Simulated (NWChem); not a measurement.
Molecule: PbF2, singlet; SMILES [F][Pb][F]

Computed with NWChem. Low-valent species are run as closed-shell singlets; no triplet was tried in these runs. All runs use the structure optimised with PBE0/def2-SVP. def2 effective core potentials on Pb; no spin-orbit coupling. Static field.

```
level            basis functions  isotropic polarisability (bohr³)  anisotropy (bohr³)  relative time
---------------  ---------------  --------------------------------  ------------------  -------------
PBE0/def2-SVP                 54                              30.1                 8.6              1
PBE0/def2-SVPD                78                              36.9                10.7              2
PBE0/def2-TZVP               112                              33.8                10.6              5
PBE0/def2-TZVPD              136                              37.8                11.1              9
```

Times are rough ratios from one shared machine.
